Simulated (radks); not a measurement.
Question: Dy I, 66 electrons, occupied as [Xe] 4f10 6s1 7p1 (not the ground configuration). All-electron calculation, scalar-relativistic Kohn-Sham, LDA (Slater exchange, Perdew-Wang correlation), spin-polarised, spherical densities, point nucleus; open shells are filled with parallel spins first (spin-orbit coupling, left out, can overturn this in heavy ions). Program: a radial shooting solver on a logarithmic mesh with Libxc functionals. Some entries of the table are withheld. Estimate them.

orbital,occ.,eigenvalue (hartree),<r> (bohr),r(max) (bohr)
1s up,1,-1970.391,0.02113,0.01339
1s down,1,-1970.391,0.02113,0.01339
2s up,1,-328.2687,0.08983,0.07609
2s down,1,-328.2659,0.08982,0.07609
2p up,3,-291.4000,0.07948,0.06170
2p down,3,-291.3980,0.07948,0.06170
3s up,1,-73.17959,0.2348,0.2157
3s down,1,-73.12046,0.2347,0.2156
3p up,3,-61.86242,0.2336,0.2118
3p down,3,-61.80370,0.2335,0.2118
3d up,5,-47.27589,0.2123,0.1729
3d down,5,-47.23003,0.2121,0.1728
4s up,1,-14.61600,0.5302,0.4941
4s down,1,-14.49129,0.5303,0.4940
4p up,3,-10.88812,0.5619,0.5161
4p down,3,-10.76505,0.5621,0.5160
4d up,5,-5.81162,0.6099,0.5345
4d down,5,-5.69119,0.6106,0.5345
5s up,1,-1.97758,1.296,1.154
5s down,1,-1.91494,1.306,1.160
5p up,3,-1.10406,1.539,(1)
5p down,3,-1.05540,1.553,(2)
4f up,7,(3),0.8616,0.5375
6s up,1,-0.25937,3.671,(4)
6s down,0,-0.22478,3.758,(5)
4f down,3,(6),0.8985,0.5395
7p up,1,-0.03670,12.46,11.86
7p down,0,-0.02697,13.36,12.68

Answer: 
(1) 5p up r(max) (bohr): 1.318
(2) 5p down r(max) (bohr): 1.329
(3) 4f up eigenvalue (hartree): -0.31065
(4) 6s up r(max) (bohr): 3.209
(5) 6s down r(max) (bohr): 3.232
(6) 4f down eigenvalue (hartree): -0.20632
